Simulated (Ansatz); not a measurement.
BrCl2Ga (`[Cl][Ga]([Cl])[Br]`). The species carries charge 0 and has multiplicity 1. The structure was optimised at the PBE0-D4/def2-TZVP level.

```xyz
4

Cl   -1.220   -0.072   -1.744
Ga   -0.018    0.021   -0.006
Cl   -0.165    1.708    1.261
Br    1.404   -1.657    0.488
```

Problem. What is the dipole moment at B3LYP/def2-TZVPP? (An estimate is asked.)

Solution. The calculation gave: 0.32 D, with components (0.20, -0.24, 0.07) D in this frame, pointing from negative to positive charge.

Problem. And with PBE, r2SCAN, ωB97M-V? (An estimate is asked.)

Solution. Ansatz gave: PBE 0.32 D, r2SCAN 0.32 D, ωB97M-V 0.28 D.

Problem. Give the Mulliken charges with B3LYP, r2SCAN, PBE in def2-TZVPP. (Estimate.)

Solution. Computed: 
| atom | B3LYP | r2SCAN | PBE |
| --- | --- | --- | --- |
| Cl1 | -0.20 | -0.21 | -0.18 |
| Ga2 | 0.59 | 0.61 | 0.53 |
| Cl3 | -0.20 | -0.21 | -0.18 |
| Br4 | -0.18 | -0.19 | -0.17 |

B3LYP here is the variant with VWN-RPA as its local correlation; programs differ in this.
